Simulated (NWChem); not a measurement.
System: SiNH$_{4}$OCl; SMILES Cl[SiH](O)N

```xyz
8

Si    -0.0771    -0.5332    -0.4050
N      1.2501    -1.3414     0.2814
O     -1.4318    -1.0303     0.4008
Cl    -0.0555     1.5508    -0.2187
H     -0.0776    -0.8004    -1.8628
H      2.1148    -1.4568    -0.2324
H      1.3858    -1.3853     1.2846
H     -2.1190    -0.3650     0.5037
```
Atoms are numbered in this order, from 1.

The geometry was optimised at PBE0/def2-SVP.

Question: Give the principal values of the shielding tensors (ppm) of Si1, N2, O3, Cl4 from PBE/pcSseg-1, GIAO (NWChem), with their diamagnetic and paramagnetic parts as GIAO splits them.

Answer: 
| atom | σ11 | σ22 | σ33 | isotropic | diamagnetic | paramagnetic |
|---|---|---|---|---|---|---|
| Si1 | 324.1 | 347.2 | 406.0 | 359.1 | 881.5 | -522.4 |
| N2 | 196.3 | 212.2 | 255.4 | 221.3 | 318.4 | -97.1 |
| O3 | 212.3 | 256.4 | 303.1 | 257.3 | 389.2 | -131.9 |
| Cl4 | 680.7 | 749.4 | 1003.9 | 811.3 | 1148.8 | -337.5 |
